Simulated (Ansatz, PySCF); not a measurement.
Reaction 1.5 R1 → P1, each structure at its B3LYP-D3(BJ)/def2-TZVP stationary point, reached from a drawn start (curvature not checked).
R1: O2 (SMILES O=O), charge 0, multiplicity 3.
P1, O3 (SMILES O=[O+][O-]) (charge 0, multiplicity 1, Z-matrix in Å and degrees):
```
O
O 1 1.2536
O 1 1.2536 2 118.30
```

P less R. No zero-point or thermal terms; singlets are restricted closed shells; open shells are unrestricted; no spin–orbit coupling.

The values were computed with Ansatz (Gaussian orbitals); PySCF for the D3/D4 terms. Each number belongs to the level named beside it.

**Question.** One of these levels gives 437.8 kJ/mol for the reaction energy. Name it.
A) BHLYP-D4/def2-TZVPP
B) revPBE/def2-TZVPP
C) r2SCAN-D3(BJ)/def2-TZVPP
D) HF/cc-pVTZ

**Answer.** D, HF/cc-pVTZ. The others give 145.6 (revPBE/def2-TZVPP), 180.0 (r2SCAN-D3(BJ)/def2-TZVPP), 266.8 (BHLYP-D4/def2-TZVPP)

Ansatz is a first-principles code.
